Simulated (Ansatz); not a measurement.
Cost and result up the ladder for ScF₃ (4 atoms). The state is a singlet with charge 0. Geometry: PBE0-D4/def2-TZVP.

```xyz
4

Sc   -0.0018   -0.0008    0.0023
F     1.4426   -0.7629    0.8446
F    -0.4066    1.7680    0.2927
F    -1.0342   -1.0042   -1.1396
```

Ansatz on 4 threads of Arm Neoverse V1 on a shared host. Times are rough, and most runs start from the orbitals of an earlier one. ωB97X-V/def2-TZVP serves as the yardstick here, not as an exact answer. Differences are given only for rows in sets of like size (and for xTB, whose basis is part of the method), since another set adds its own error. Binding counts from free atoms at the same level (Sc doublet, F doublet; other spins of the atoms weren't run), without zero-point energy or a counterpoise term.

B3LYP takes the VWN-RPA correlation. Correlated methods freeze 8 core orbitals; core or outer-core shells of Sc are correlated, in sets that lack core-valence functions. The structure comes from a short search, and lower isomers may exist.

Correlated methods converge slowly with the basis.

```csv
level,functions,binding energy per atom (eV),difference from ωB97X-V/def2-TZVP (eV)
HF/def2-TZVP,138,3.55,-1.36
PBE-D4/def2-SVP,73,5.21,–
ωB97X-V/def2-TZVP,138,4.91,0.00
LDA (SPW92)/def2-TZVP,138,5.72,0.80
PBE0-D4/def2-TZVPD,168,4.84,-0.08
MP2/def2-TZVP,138,5.07,0.16
B3LYP-D4/def2-TZVP,138,4.86,-0.05
PBE0-D4/def2-TZVP,138,4.83,-0.08
PBE0-D4/def2-SVP,73,4.87,–
CCSD(T)/def2-TZVPP,157,4.84,-0.08
CAM-B3LYP-D4/def2-TZVP,138,4.92,0.00
```

Q: Estimate how long each takes.

A: LDA (SPW92)/def2-TZVP 0.55 s; PBE-D4/def2-SVP 0.6 s; HF/def2-TZVP 0.65 s; PBE0-D4/def2-SVP 0.8 s; MP2/def2-TZVP 1.1 s; B3LYP-D4/def2-TZVP 1.2 s; PBE0-D4/def2-TZVP 1.3 s; CAM-B3LYP-D4/def2-TZVP 1.4 s; PBE0-D4/def2-TZVPD 1.9 s; ωB97X-V/def2-TZVP 3.5 s; CCSD(T)/def2-TZVPP 34 s. On shared hardware such times vary by a factor of up to 3.
